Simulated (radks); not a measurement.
All-electron atom: Cd XX in [Ar] 3d10 4s1 (the NIST ground configuration).

Method: scalar-relativistic Kohn-Sham, PBE, spin-unpolarised, spherical densities, point nucleus; computed with a radial shooting solver on a logarithmic mesh with Libxc functionals.

Energy parts (eV):
| part | energy |
|---|---|
| total | -148210.457 |
| kinetic | 154382.168 |
| electron-nucleus | -342245.727 |
| Hartree | 43377.424 |
| exchange-correlation | -3724.322 |

Orbitals (lengths in bohr, moments of r in powers of bohr):
1s: occ. 2; eigenvalue (eV) -27062.30; <r^2> 0.001249; <r^4> 4.062e-06; <1/r> 50.64
2s: occ. 2; eigenvalue (eV) -4462.547; <r^2> 0.02038; <r^4> 0.0007125; <1/r> 11.54
2p: occ. 6; eigenvalue (eV) -4059.979; <r^2> 0.01605; <r^4> 0.0005104; <1/r> 11.13
3s: occ. 2; eigenvalue (eV) -1232.793; <r^2> 0.1429; <r^4> 0.03089; <1/r> 4.119
3p: occ. 6; eigenvalue (eV) -1100.229; <r^2> 0.1428; <r^4> 0.03219; <1/r> 3.933
3d: occ. 10; eigenvalue (eV) -895.0962; <r^2> 0.1253; <r^4> 0.02829; <1/r> 3.720
4s: occ. 1; eigenvalue (eV) -534.0241; <r^2> 0.6428; <r^4> 0.5754; <1/r> 1.870

The highest occupied level is 4s at -534.02 eV. The density falls to 0.001 e/bohr^3 at r = 1.52 bohr. For comparison, the ionisation energy in NIST's Atomic Spectra Database is 546.2 eV (semi-empirical). In exact Kohn-Sham theory the highest level is minus the ionisation energy, but local and semilocal functionals leave it too shallow, through self-interaction and a potential that decays too fast; potentials with the right tail come closer.

Beside tabulated values, note that spin-unpolarised runs miss the spin-polarisation part of the exchange energy of open shells.
